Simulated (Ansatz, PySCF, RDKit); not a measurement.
Pair of molecules: H3NSe (SMILES N[SeH]) (first 5 atoms) with HF (SMILES F); geometry from B3LYP-D3(BJ)/def2-TZVP, rigid monomers moved along the line of their centres of mass till N1···H7 is 1.55 Å.
(charge 0, multiplicity 1):
```csv
atom,x (Å),y (Å),z (Å)
N,-1.0014,0.6000,0.7596
Se,-0.2006,-0.9469,0.0494
H,-0.8263,1.3977,0.1597
H,-2.0012,0.4682,0.8594
H,-0.9287,-0.9973,-1.2400
F,0.0587,0.9490,3.0037
H,-0.3383,0.8050,2.1455
```

Monomers are frozen at their geometry in the pair; levels with a basis set take the counterpoise correction. Rows marked so take none. RDKit's UFF carries no charges.

Rows in 6-31G* carry no dispersion term and start afresh at each structure (6-31G* with six Cartesian d functions); the Pople sets are all-electron and without relativity.

Programs: Ansatz (a first-principles code) with Gaussian orbitals; PySCF for 6-31G* rows; RDKit for the force fields. Each number belongs to the level named beside it.

### Question
One of these levels gives -297.2 meV for the interaction energy. Which?
A. BP86/6-31G* (no counterpoise)
B. UFF
C. HF/aug-cc-pVTZ
D. HF/6-31G*

### Answer
C, HF/aug-cc-pVTZ. The others give 17101.5 (UFF), -250.5 (HF/6-31G*), -450.8 (BP86/6-31G* (no counterpoise))
